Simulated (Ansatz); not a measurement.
Mulliken charges of CH$_{5}$ClGeNO, SMILES `C[O][Ge]([NH2])[Cl]` radical from ωB97M-V/def2-TZVPP in Ansatz (PBE0-D4/def2-TZVP geometry).

| atom | x (Å) | y (Å) | z (Å) | charge (e) |
| --- | --- | --- | --- | --- |
| C1 | 0.630 | -1.609 | 0.729 | -0.173 |
| O2 | -0.122 | -0.775 | -0.125 | -0.395 |
| Ge3 | -0.438 | 0.925 | 0.271 | 0.593 |
| N4 | -0.999 | 1.580 | -1.347 | -0.317 |
| Cl5 | 1.448 | 1.910 | 0.768 | -0.294 |
| H6 | 1.591 | -1.157 | 0.997 | 0.117 |
| H7 | 0.084 | -1.848 | 1.648 | 0.111 |
| H8 | 0.822 | -2.540 | 0.192 | 0.123 |
| H9 | -1.678 | 0.982 | -1.804 | 0.121 |
| H10 | -1.339 | 2.532 | -1.328 | 0.114 |

By hand: the dipole of these point charges (1 e Å = 4.8032 D).

Σ q r = (-0.489, -0.175, 0.239) e Å, of length 0.572 e Å = 2.75 D.

How does the dipole of the full density compare? (Estimate.)

Ansatz gave: (-0.482, -0.084, 0.033) e Å, 2.36 D; the point charges give 1.17 times that, at 23° from its direction.

Point charges leave out the atoms' own dipoles, such as those of lone pairs, and Mulliken's split depends on the basis, so the two needn't agree.
